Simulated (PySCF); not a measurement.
Germanium: a sound run and one with changed settings

Sound run: Ge [Ar] 3d10 4s2 4p2, Ge⁺ [Ar] 3d10 4s2 4p1. All numbers are calculated (PySCF 2.14, the spin-free X2C one-electron Hamiltonian (Gaussian nucleus), in aug-cc-pVDZ-DK (6s5p3d, 36 functions)). In the sound run the correlated levels freeze [Ar] 3d10. The sound run starts from symmetry-adapted Hartree-Fock orbitals and uses a fine grid where one is needed.

Changed run: basis STO-3G, all-electron and non-relativistic. This setting is unsound on purpose.

| species | method | sound run (hartree) | changed run (hartree) | converged |
| --- | --- | --- | --- | --- |
| Ge | UHF | -2096.95964 | -2051.63626 | yes |
| Ge | M06-2X | -2098.70736 | -2052.84497 | yes |
| Ge | PBE | -2098.34031 | -2052.44687 | yes |
| Ge | MP2 | -2097.00059 | -2051.64352 | yes |
| Ge | CCSD(T) | -2097.01755 | -2051.64939 | yes |
| Ge⁺ | UHF | -2096.68721 | -2051.47666 | yes |
| Ge⁺ | M06-2X | -2098.42247 | -2052.66047 | yes |
| Ge⁺ | PBE | -2098.04987 | -2052.26531 | yes |
| Ge⁺ | MP2 | -2096.71839 | -2051.49165 | yes |
| Ge⁺ | CCSD(T) | -2096.73388 | -2051.50273 | yes |

Ionisation energy of Ge:

```
 method  sound run (eV)  changed run (eV)
    UHF           7.413             4.343
 M06-2X           7.752             5.021
    PBE           7.903             4.940
    MP2           7.679             4.133
SCS-MP2           7.609             4.091
   CCSD           7.707             3.991
CCSD(T)           7.719             3.991
```

A minimal basis cannot let orbitals breathe on ionisation and holds almost no correlation. The Hamiltonian changed with the basis, so the totals do not compare.

For comparison, NIST gives 7.899 eV between the lowest levels.
